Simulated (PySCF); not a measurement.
C₂H₇O, SMILES [OH2+]CC, charge +1.

The structure is a stationary point at B3LYP-D3(BJ)/def2-TZVP. The isomer is the one that the SMILES or the coordinates give; other isomers of the formula were not compared.

Level of theory: PySCF with TDA-CAM-B3LYP/def2-SVPD.

Vertical excitations. The molecule is in vacuum. State labels are in the subgroup Cs.

Computed lowest excited states:
```csv
state,symmetry,energy (eV),λ (nm),f,main pairs
S1,A",8.87,140,0.000,HOMO→LUMO 91 %
S2,A',9.20,135,0.005,"HOMO−2→LUMO 73 %, HOMO−1→LUMO 17 %"
S3,A',9.80,127,0.133,"HOMO−1→LUMO 77 %, HOMO−2→LUMO 14 %"
S4,A",10.28,121,0.021,HOMO→LUMO+1 87 %
S5,A',10.78,115,0.033,"HOMO−2→LUMO+1 41 %, HOMO−1→LUMO+1 31 %, HOMO−2→LUMO 6 %"
S6,A',11.03,112,0.053,"HOMO−1→LUMO+1 55 %, HOMO−2→LUMO+1 34 %"
S7,A',11.19,111,0.040,HOMO→LUMO+2 92 %
S8,A",11.29,110,0.001,"HOMO−1→LUMO+2 53 %, HOMO−2→LUMO+2 39 %"
S9,A",11.50,108,0.022,"HOMO−3→LUMO 45 %, HOMO→LUMO+3 37 %"
S10,A",11.66,106,0.000,"HOMO→LUMO+3 41 %, HOMO−3→LUMO 36 %, HOMO→LUMO+4 10 %"
T1,A",8.56,145,0,HOMO→LUMO 79 %
T2,A',8.60,144,0,"HOMO−2→LUMO 51 %, HOMO−1→LUMO 28 %"
T3,A',9.25,134,0,"HOMO−1→LUMO 57 %, HOMO−2→LUMO 24 %"
T4,A",9.82,126,0,"HOMO→LUMO+1 74 %, HOMO→LUMO 14 %"
```
Triplets are in the Tamm–Dancoff approximation.
